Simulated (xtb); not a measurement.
1,1,1-trifluoropropane (C3H5F3), SMILES FC(CC)(F)F. All values are semi-empirical tight-binding results from xtb (GFN2-xTB unless named), good for trends rather than for accurate numbers. Geometry optimised at GFN2-xTB.

Optimised geometry:

```xyz
11

C     -2.0401     0.0308     0.3203
C     -0.8246    -0.8486     0.0491
C      0.4327    -0.0118    -0.0683
F      0.3698     0.8748    -1.0734
F      1.5206    -0.7673    -0.2977
F      0.6896     0.6923     1.0443
H     -1.9117     0.5802     1.2499
H     -2.1809     0.7439    -0.4885
H     -2.9305    -0.5859     0.4002
H     -0.6667    -1.5615     0.8600
H     -0.9388    -1.3976    -0.8870
```
Charge 0, spin multiplicity 1.

Estimate the properties. (Estimate from the structure and the level; the computed values follow.)


| Item | Result |
|---|---|
| point group as xtb finds it | Cs |
| orbital gap | 13.41 eV |
| dipole moment | 3.21 D |
| zero-point energy | 49.2 kcal/mol |
| G − E(el) at 298.15 K (modified RRHO) | 30.3 kcal/mol |
| static polarisability (D4 model) | 43.4 bohr³ |
| solvation energy, GFN2-xTB/ALPB(water) | -2.1 kcal/mol |
| solvation energy, GFN2-xTB/ALPB(octanol) | -3.1 kcal/mol |

Computed IR lines (harmonic; lines under 4 % of the strongest left out, lines within 3 cm⁻¹ merged):
ν (cm⁻¹): 380 (w), 477 (w), 498 (w), 568 (w), 988 (vs), 1003 (s), 1063 (vs), 1113 (m), 1150 (s), 1192 (s), 1231 (m), 1320 (m), 1489 (w), 3050 (m), 3061 (w) (against the strongest line: vs over 80 %, s over 45 %, m over 15 %, w over 4 %, vw less)

Give the atomic charges and the Wiberg bond orders between heavy atoms. (An estimate is asked for; the answer gives what the named calculation found.)

charges (e) C1 -0.11, C2 -0.08, C3 0.48, F4 -0.21, F5 -0.21, F6 -0.21, H7 0.06, H8 0.06, H9 0.06, H10 0.08, H11 0.08. Bond orders C1–C2 1.01, C2–C3 0.96, C3–F4 0.95, C3–F5 0.94, C3–F6 0.95.
